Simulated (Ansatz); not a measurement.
Relaxation of PbSe2⁻ with UKS r2SCAN-D4/def2-TZVPD.

```sh
$ ansatz run in.yaml --threads 4 --pin off --events-out ev --progress --plain --max-ram 3916MiB
```

```yaml
crystal:
  periodic: [false, false, false]
  atoms:
    - {symbol: Pb, position_ang: [0.092140, 0.590760, 1.395150]}
    - {symbol: Se, position_ang: [-0.785060, 0.789130, -1.108030]}
    - {symbol: Se, position_ang: [0.692920, -1.379880, -0.287120]}
basis:
  gaussian: {orbitals: def2-TZVPD}
total_charge: -1
magnetization: {spin_polarized: true, initial_magnetization: 1}
hamiltonian: {xc: r2scan, dispersion: d4}
scf: {lower_state_search: "off"}
output: {orbitals: {seedname: orbitals}}
relax: {f_tol: 0.02, max_steps: 100}
```

It took 21 s on 4 threads of Arm Neoverse V2 on a shared host.

Positions (Å) and forces (eV/Å) at steps 1, 2, 3, 4 of 4:

```xyz
3
step=1 energy=-135952.9888 eV
Pb    0.092    0.591    1.395   -0.087   -0.556   -1.313
Se   -0.785    0.789   -1.108   -0.674    1.330    0.259
Se    0.693   -1.380   -0.287    0.761   -0.774    1.055
3
step=2 energy=-135953.4302 eV
Pb    0.082    0.526    1.241    0.028    0.180    0.426
Se   -0.875    0.961   -1.083   -0.377    0.442   -0.415
Se    0.793   -1.486   -0.158    0.349   -0.623   -0.012
3
step=3 energy=-135953.5139 eV
Pb    0.079    0.509    1.201   -0.003   -0.018   -0.043
Se   -0.949    1.080   -1.106   -0.031    0.056    0.004
Se    0.870   -1.589   -0.095    0.034   -0.038    0.040
3
step=4 energy=-135953.5169 eV
Pb    0.078    0.501    1.183   -0.001   -0.005   -0.012
Se   -0.968    1.112   -1.107    0.000    0.004    0.005
Se    0.890   -1.613   -0.076    0.001    0.001    0.006
```

In the def2 sets Pb takes a core potential; there is no spin–orbit coupling. Another isomer (doublet) lies 0.04 eV lower at PBE0-D4/def2-TZVPD; other spin states weren't run for this one.
